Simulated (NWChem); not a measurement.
System: CH$_{3}$BBr$_{2}$; SMILES BrB(C)Br

The following NWChem deck was run.

```
start job
memory heap 200 mb stack 900 mb global 1100 mb
geometry units angstroms noautosym
  B     -0.643179    -0.006333    -0.011461
  Br     0.346785     1.646663    -0.004420
  Br     0.351376    -1.651540     0.002152
  C     -2.206031     0.016337    -0.001005
  H     -2.666380    -1.009001    -0.165958
  H     -2.600022     0.774125    -0.787049
  H     -2.545350     0.430710     1.028795
end
basis spherical
  * library def2-svp
end
dft
  xc xpbe96 cpbe96
  disp vdw 4
  grid fine
  iterations 150
end
driver
  maxiter 120
  tight
end
task dft optimize
task dft freq
```

This build's default masses of Se (78.918 u) and Br (79.917 u) are each other's, which moves their modes by up to 0.6 %.

The level has its own optimisation; frequencies are unscaled.

Q: What results follow from this input? (PBE-D3(BJ)/def2-SVP.) Quantities: r B–Br (Å); r B–C (Å); highest harmonic frequency (cm⁻¹); lowest (cm⁻¹); zero-point energy (kcal/mol); dipole (D).

A: 
```
Property                           Value
---------------------------------  -----
r B–Br (Å)                         1.924
r B–C (Å)                          1.562
highest harmonic frequency (cm⁻¹)   3095
lowest (cm⁻¹)                         41
zero-point energy (kcal/mol)        25.5
dipole (D)                          1.32
```
